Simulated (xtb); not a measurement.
xtb input:

```bash
xtb mol.xyz --gfn 2 --ohess tight --chrg -1 --uhf 0
```
mol.xyz:
```
4

Si    -0.01062363     0.28513582     0.27837880
F      1.32229987    -0.74276411     0.37948701
F     -1.41061759    -0.69292019     0.10666286
H      0.04484698     1.19452693    -0.83111849
```

Question: What final total energy does it print?

Answer: -11.95641 Eh (GFN2-xTB).

It need not be the lowest isomer of its formula. Whether it binds its extra electron was not tested at this geometry.
